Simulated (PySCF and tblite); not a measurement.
Values are calculated unless marked as measured or tabulated.
C8H12, numbered as in [CH:1]#[C:2][C@@H:3]1[CH2:4][CH2:5][CH2:6][C@H:7]1[CH3:8].

Geometries GFN2-xTB; weights from PBE0-D3(BJ)/pcSseg-1 energies and GFN2-xTB thermal corrections, with symmetry numbers and mirror pairs. Conformers within 3 kcal/mol (GFN2-xTB free energy) were kept, 10 at most. GIAO shieldings: PBE0/pcSseg-1. Shifts are against TMS (¹H), TMS (¹³C) at the same level. Programs: PySCF with density fitting and tblite.

The 5-ring runs over atoms 3–4–5–6–7.

```json
{"conformer": "1", "shape": "5-ring envelope (ring torsions -27, 42, -39, 22, 3°)", "symmetry": "C1", "E(GFN2) kcal/mol": "0.00", "E(DFT) kcal/mol": "0.00"}
{"conformer": "2", "shape": "5-ring between envelope and twist (ring torsions 10, -31, 40, -34, 15°)", "symmetry": "C1", "E(GFN2) kcal/mol": "0.66", "E(DFT) kcal/mol": "0.81"}
```

(1) How much do the weights at 298.15 K and the averaged shift of C6 depend on how the conformers are weighted?

## Answers

(1) 
```json
{"weighting": "DFT energy with thermal terms, symmetry and mirror images (full scheme)", "1 (%)": "83", "2 (%)": "17", "δ (ppm)": "39.9", "rms dipole (D)": "0.90"}
{"weighting": "DFT energy with symmetry and mirror images", "1 (%)": "80", "2 (%)": "20", "δ (ppm)": "39.7", "rms dipole (D)": "0.90"}
{"weighting": "bare DFT energy", "1 (%)": "80", "2 (%)": "20", "δ (ppm)": "39.7", "rms dipole (D)": "0.90"}
{"weighting": "GFN2-xTB energy with symmetry and mirror images", "1 (%)": "75", "2 (%)": "25", "δ (ppm)": "39.5", "rms dipole (D)": "0.90"}
{"weighting": "GFN2-xTB free energy", "1 (%)": "79", "2 (%)": "21", "δ (ppm)": "39.7", "rms dipole (D)": "0.90"}
{"weighting": "leading conformer alone", "1 (%)": "100", "2 (%)": "0", "δ (ppm)": "40.9", "rms dipole (D)": "0.91"}
{"weighting": "equal weights", "1 (%)": "50", "2 (%)": "50", "δ (ppm)": "38.0", "rms dipole (D)": "0.88"}
{"weighting": "full scheme, search stopped after three starts", "1 (%)": "100", "2 (%)": "0", "δ (ppm)": "40.9", "rms dipole (D)": "0.91"}
```

The largest departure from the full scheme, 1.9 ppm, comes with: equal weights.
